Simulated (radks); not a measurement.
All-electron atom: Gd+ in [Xe] 4f7 5d1 6d1 (not the ground configuration).

All-electron calculation, scalar-relativistic Kohn-Sham, SCAN, spin-unpolarised, spherical densities, finite nucleus; meta-GGA in the generalised Kohn-Sham scheme; Fermi nuclear charge, rms radius 5.1569 fm. Program: a radial shooting solver on a logarithmic mesh with Libxc functionals.

Energy parts (Ry):
total: -22542.9463
kinetic: 24204.4443
electron-nucleus: -54941.2631
Hartree: 8692.5609
exchange-correlation: -498.6885

Orbitals (lengths in bohr, moments of r in powers of bohr; r(max) is where P^2 peaks):
[
 {"orbital": "1s", "occ.": "2", "eigenvalue (Ry)": "-3688.128", "<r^4>": "1.142e-06", "r(max)": "0.01392", "<1/r>": "71.64"},
 {"orbital": "2s", "occ.": "2", "eigenvalue (Ry)": "-611.1931", "<r^4>": "0.0001814", "r(max)": "0.07892", "<1/r>": "16.64"},
 {"orbital": "2p", "occ.": "6", "eigenvalue (Ry)": "-543.6787", "<r^4>": "0.0001358", "r(max)": "0.06396", "<1/r>": "15.52"},
 {"orbital": "3s", "occ.": "2", "eigenvalue (Ry)": "-136.7540", "<r^4>": "0.006989", "r(max)": "0.2238", "<1/r>": "6.115"},
 {"orbital": "3p", "occ.": "6", "eigenvalue (Ry)": "-115.6840", "<r^4>": "0.007351", "r(max)": "0.2198", "<1/r>": "5.741"},
 {"orbital": "3d", "occ.": "10", "eigenvalue (Ry)": "-87.89474", "<r^4>": "0.005898", "r(max)": "0.1803", "<1/r>": "5.438"},
 {"orbital": "4s", "occ.": "2", "eigenvalue (Ry)": "-28.40228", "<r^4>": "0.1725", "r(max)": "0.5158", "<1/r>": "2.566"},
 {"orbital": "4p", "occ.": "6", "eigenvalue (Ry)": "-21.42062", "<r^4>": "0.2262", "r(max)": "0.5381", "<1/r>": "2.361"},
 {"orbital": "4d", "occ.": "10", "eigenvalue (Ry)": "-11.74377", "<r^4>": "0.3593", "r(max)": "0.5589", "<1/r>": "2.080"},
 {"orbital": "4f", "occ.": "7", "eigenvalue (Ry)": "-1.32673", "<r^4>": "2.645", "r(max)": "0.5669", "<1/r>": "1.523"},
 {"orbital": "5s", "occ.": "2", "eigenvalue (Ry)": "-4.45129", "<r^4>": "5.900", "r(max)": "1.193", "<1/r>": "0.9926"},
 {"orbital": "5p", "occ.": "6", "eigenvalue (Ry)": "-2.75590", "<r^4>": "11.41", "r(max)": "1.358", "<1/r>": "0.8412"},
 {"orbital": "5d", "occ.": "1", "eigenvalue (Ry)": "-0.79680", "<r^4>": "87.01", "r(max)": "1.891", "<1/r>": "0.5386"},
 {"orbital": "6d", "occ.": "1", "eigenvalue (Ry)": "-0.25362", "<r^4>": "5329", "r(max)": "6.833", "<1/r>": "0.1719"}
]

The highest occupied level is 6d at -3.451 eV. The density falls to 0.001 e/bohr^3 at r = 3.77 bohr. The electron density at the nucleus is 6.579e+05 e/bohr^3 (large components only). Summed over all electrons, <r^2> = 104.0 bohr^2, which gives a Langevin (diamagnetic) susceptibility term of -82.4 x 10^-6 cm^3/mol.
